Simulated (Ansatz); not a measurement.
The same path of C₂H₄BO (8 atoms, charge -1, multiplicity 1) was run 3 times with different band settings. The coordinate that changes most is the dihedral H6–C1–B2–O4.

Method: RKS PBE/def2-SVP (Ansatz).

Relaxed end points:

```xyz
8
Properties=species:S:1:pos:R:3
C -0.907 1.280 -0.250
B -0.090 0.079 -0.202
C 0.784 -1.052 0.421
O 0.466 -0.964 -1.007
H -1.347 1.680 -1.185
H -1.145 1.878 0.651
H 0.365 -1.957 0.924
H 1.872 -0.944 0.649
```

```xyz
8
Properties=species:S:1:pos:R:3
C -0.906 1.281 -0.250
B -0.090 0.079 -0.202
C 0.784 -1.052 0.420
O 0.466 -0.965 -1.008
H -1.145 1.878 0.651
H -1.345 1.681 -1.185
H 0.365 -1.958 0.923
H 1.872 -0.944 0.650
```

Common settings: spring 5.0 eV/Å²; optimiser quadratic models (default); start path IDPP; end points relaxed.

| run | movable images | climbing image | force threshold | iteration limit |
| --- | --- | --- | --- | --- |
| 1 | 9 | yes | 0.05 eV/Å | 20 |
| 2 | 9 | yes | 0.5 eV/Å | 23 |
| 3 | 8 | no | 0.05 eV/Å | 29 |

Problem. What does each run give, and how far can it be trusted?

Solution. Run 1: converged after 8 iterations, highest image 1.236 eV above the first end. A vibrational analysis at the climbing image gives one clearly imaginary mode, 598i cm⁻¹: a first-order saddle point.
Run 2: converged after 3 iterations, highest image 1.376 eV above the first end. The threshold of 0.5 eV/Å is loose, so the images may lie well off the minimum-energy path. The order of the stationary point at the top wasn't checked.
Run 3: converged after 8 iterations, highest image 1.191 eV above the first end. No image climbed, so the highest image needn't sit at the top of the path.
Limits of this set-up: an anion without diffuse functions, the dipole of an ion depends on the origin.
